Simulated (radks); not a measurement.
Neutral platinum inside a hard spherical wall (all orbitals vanish at R), configuration held at [Xe] 4f14 5d9 6s1 and not refilled when levels cross. All-electron calculation, scalar-relativistic Kohn-Sham, LDA (Slater exchange, VWN5 correlation), spin-polarised, spherical densities, finite nucleus; open shells are filled with parallel spins first (spin-orbit coupling, left out, can overturn this in heavy ions); Fermi nuclear charge, rms radius 5.427 fm. Program: a radial shooting solver on a logarithmic mesh with Libxc functionals. Eigenvalues in eV for spin up, with the zero of energy where the potential of the charges vanishes at infinity; a dash marks a level that is unbound or too diffuse for the functional's potential to be trusted. A positive occupied level is held by the wall or, in an anion where self-interaction has pushed it up, behind a barrier. The pressure on the wall is -dE/dV.

R (bohr),E (hartree),kinetic (hartree),e(4f),e(5p),e(5d),e(6s),"e(6p, empty)","e(7s, empty)",pressure (GPa)
free,-18399.4643,20504.357,-70.518,-56.509,-6.708,-6.317,-1.161,-,0
15,-18399.4643,20504.357,-70.518,-56.509,-6.708,-6.317,-1.157,0.410,< 0.0001
10,-18399.4643,20504.358,-70.510,-56.501,-6.700,-6.309,-1.054,1.709,0.00270
6,-18399.4451,20504.501,-69.814,-55.830,-6.096,-5.629,0.782,10.780,1.72
5,-18399.3865,20504.846,-68.501,-54.600,-4.990,-4.235,3.354,20.207,10.4
4,-18399.1228,20506.148,-64.668,-51.149,-1.790,0.297,10.506,42.477,77.1
3.5,-18398.7081,20507.982,-60.427,-47.484,1.824,6.000,18.810,65.438,237
3,-18397.6849,20512.216,-52.807,-41.147,8.606,17.863,35.178,106.60,829
2.5,-18394.8507,20523.454,-38.254,-29.321,22.584,45.216,70.611,187.21,3520
2,-18385.4817,20558.950,-7.459,-2.768,56.158,117.52,157.29,366.00,19800
